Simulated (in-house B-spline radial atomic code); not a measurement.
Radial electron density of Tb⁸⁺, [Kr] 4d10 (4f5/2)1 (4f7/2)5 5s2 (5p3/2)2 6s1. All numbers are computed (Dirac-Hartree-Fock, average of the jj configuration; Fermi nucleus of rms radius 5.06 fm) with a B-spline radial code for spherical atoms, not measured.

Columns: r (bohr), 4πr²n(r) (electrons per bohr), bar.

```
0.000731    2.654 #
0.000908    3.803 #
 0.00113    5.435 ##
  0.0014    7.655 ###
 0.00174    10.74 ####
 0.00216    14.89 ######
 0.00268    20.34 ########
 0.00333    27.41 ##########
 0.00413    36.09 ##############
 0.00513    46.44 ##################
 0.00636    57.83 ######################
  0.0079     69.5 ###########################
 0.00981     79.8 ###############################
  0.0122    86.92 #################################
  0.0151    89.19 ##################################
  0.0188    86.56 #################################
  0.0233    81.39 ###############################
  0.0289    78.42 ##############################
  0.0359    82.78 ################################
  0.0446    95.57 #####################################
  0.0554    110.2 ##########################################
  0.0688    115.1 ############################################
  0.0854    105.2 ########################################
   0.106     90.4 ###################################
   0.132    88.32 ##################################
   0.163    99.02 ######################################
   0.203    99.89 ######################################
   0.252    76.05 #############################
   0.313    48.76 ###################
   0.388    43.94 #################
   0.482    51.17 ####################
   0.599    46.02 ##################
   0.743    29.46 ###########
   0.923    15.81 ######
    1.15    8.739 ###
    1.42    4.659 ##
    1.77    2.058 #
    2.19    1.068 
    2.72    0.541 
    3.38   0.1536 
     4.2  0.01834 
    5.21 0.0007864 
    6.47 9.377e-06 
    8.04 2.21e-08
```

On this grid the curve has 4 maxima, near 0.0151, 0.0688, 0.203, 0.482 bohr.

The 4f7/2 radial function P(r) = rR(r), positive near the nucleus, with its small component Q(r) (sign convention: Q ≈ (P' + κP/r)/2c):

```
r (bohr)         P           Q
  0.0289  0.001721  -9.326e-05
  0.0446  0.007695  -0.0004006
  0.0688   0.03091    -0.00152
   0.106    0.1068   -0.004868
   0.163    0.3021    -0.01247
   0.252    0.6707    -0.02429
   0.388     1.081    -0.03358
   0.599     1.194    -0.03088
   0.923    0.8574    -0.01802
    1.42    0.3611   -0.006309
    2.19   0.06706   -0.001024
    3.38  0.003349  -4.677e-05
```
